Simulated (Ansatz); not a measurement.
Ansatz (an electronic-structure program) input (CCSD(T)/aug-cc-pV(D+d)Z):
A basis named .json is the Basis Set Exchange file of that set.

Ansatz 0.2 input:
```yaml
crystal:
  periodic: [false, false, false]
  atoms:
    - {symbol: B, position_ang: [-0.15003158, -0.03419284, 0.03556976]}
    - {symbol: Cl, position_ang: [0.33858908, 1.52195949, 0.50414346]}
    - {symbol: Cl, position_ang: [0.68280307, -1.28917984, -0.74629698]}
    - {symbol: O, position_ang: [-1.56216674, -0.35602449, 0.37036135]}
    - {symbol: H, position_ang: [-1.96631252, -1.21855699, 0.15454087]}
    - {symbol: H, position_ang: [-2.14986219, 0.28046314, 0.82132937]}
basis:
  gaussian:
    orbitals: aug-cc-pV_D+d_Z.json
total_charge: 1
magnetization: {spin_polarized: false}
correlation: {method: ccsd_t, electrons: outside_noble_gas}
output: {forces: true}
```

Output:

```
Functional definition: HF
integrals: 0.26 GiB planned
1215 factors; integrals over basis functions are off by at most 7.0e-4 eV
mean field: 0.63 GiB planned
mean field evaluation 1: about -27740.9076 eV, gradient 4.0e1 eV
mean field evaluation 2: about -27740.9103 eV, gradient 4.0e1 eV
mean field evaluation 4: about -27743.9316 eV, gradient 2.9e0 eV
mean field evaluation 8: about -27743.9625 eV, gradient 1.9e-4 eV
mean field evaluation 16: about -27743.9597 eV, gradient 2.0e-1 eV
mean field -27743.96254085 eV, -1019.5718178430 hartree, gradient 2.3e-6 eV, S^2 0.000000; 0 other end points of the search recorded, 0 dependent functions left out
12 core orbitals not correlated
reference -27743.96254085 eV, -1019.5718178430 hartree; 12, 12 occupied and 104, 104 virtual orbitals, 1215 factors
densities: 1.26 GiB planned
second order -15.70851312 eV of doubles, -0.00000000 eV of singles
coupled cluster: 0.72 GiB planned
cycle   1  -16.23429298 eV  change   -5.3e-1 eV  update   8.5e-2
cycle   2  -16.56401695 eV  change   -3.3e-1 eV  update   2.3e-2
cycle   3  -16.63964945 eV  change   -7.6e-2 eV  update   1.3e-2
cycle   4  -16.63408773 eV  change    5.6e-3 eV  update   3.2e-3
cycle   5  -16.63278729 eV  change    1.3e-3 eV  update   1.2e-3
cycle   6  -16.63270011 eV  change    8.7e-5 eV  update   3.2e-4
cycle   7  -16.63262579 eV  change    7.4e-5 eV  update   1.1e-4
cycle   8  -16.63261861 eV  change    7.2e-6 eV  update   3.9e-5
cycle   9  -16.63262805 eV  change   -9.4e-6 eV  update   1.4e-5
cycle  10  -16.63262378 eV  change    4.3e-6 eV  update   4.5e-6
perturbative correction -0.53272221 eV, -0.0195771803 hartree
the calculation of the forces begins
Total energy: -27761.12788684 eV, -1020.2026326730 hartree
Atom 0 at    -0.150032    -0.034193     0.035570 Å, force     0.196421     0.044765    -0.046568 eV/Å
Atom 1 at     0.338589     1.521959     0.504143 Å, force     0.114618     0.419014     0.131750 eV/Å
Atom 2 at     0.682803    -1.289180    -0.746297 Å, force     0.208222    -0.345437    -0.208290 eV/Å
Atom 3 at    -1.562167    -0.356024     0.370361 Å, force    -0.480825    -0.109582     0.113995 eV/Å
Atom 4 at    -1.966313    -1.218557     0.154541 Å, force    -0.016337    -0.027913    -0.005912 eV/Å
Atom 5 at    -2.149862     0.280463     0.821329 Å, force    -0.022100     0.019153     0.015024 eV/Å
Dipole moment:    -1.194291    -0.272184     0.283145 e Å
```

It need not be the lowest isomer of its formula.
